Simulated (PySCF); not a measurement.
# Two-component Hartree-Fock for Ge¹³⁺ (germanium, charge +13)

Start: [Ar] 3d1; 3d3/2 filled at m_j = +3/2. Calculated with PySCF 2.14 in an even-tempered Gaussian basis (17 s from 1 bohr⁻², ratio 2.8; 12 p from 1.3 bohr⁻², ratio 2.8; 8 d from 1.3 bohr⁻², ratio 2.8; 4 f from 3.9 bohr⁻², ratio 3): generalised Hartree-Fock with the X2C-1e Hamiltonian and a Gaussian nucleus; one run each with spin-orbit coupling (SO) switched off, then screened by Boettger's factors.

| spinor shell | electrons | ε, spin-free (eV) | ε, screened SO (eV) | weight of nominal j (screened SO) | rms radius, screened SO (bohr) |
| --- | --- | --- | --- | --- | --- |
| 1s1/2 | 2 | -11593.0 | -11592.6 | 1.000 | 0.0542 |
| 2s1/2 | 2 | -1871.7 | -1871.6 | 1.000 | 0.226 |
| 2p1/2 | 2 | -1683.5 | -1706.5 | 1.000 | 0.200 |
| 2p3/2 | 4 | -1683.5 | -1672.3 | 1.000 | 0.203 |
| 3s1/2 | 2 | -554.43 | -554.39 | 1.000 | 0.600 |
| 3p1/2 | 2 | -489.61 | -495.66 | 0.964 | 0.598 |
| 3d3/2 | 1 | -408.14 | -408.71 | 0.999 | 0.567 |

(1) Where does 3p3/2 lie, and what is the 3p spin-orbit splitting (screened SO)?

```
   quantity    spin-free  screened SO
E (hartree)  -2021.33158  -2021.43540
        M_J          3/2          3/2
       ⟨J²⟩        4.168        3.754
       ⟨L²⟩        6.003        6.004
       ⟨S²⟩        0.751        0.753
```

Each row is a mean over spinors that exchange with the open shell spreads, by up to 8.905 eV (3p1/2).

Without spin-orbit coupling the j labels of p, d and f shells carry no meaning; the spin-free column gives the mean over the occupied spinors of each nl shell, and its ⟨J²⟩ belongs to a mixture of degenerate components.

## Answers

(1) At -486.62 eV, 9.044 eV above 3p1/2.
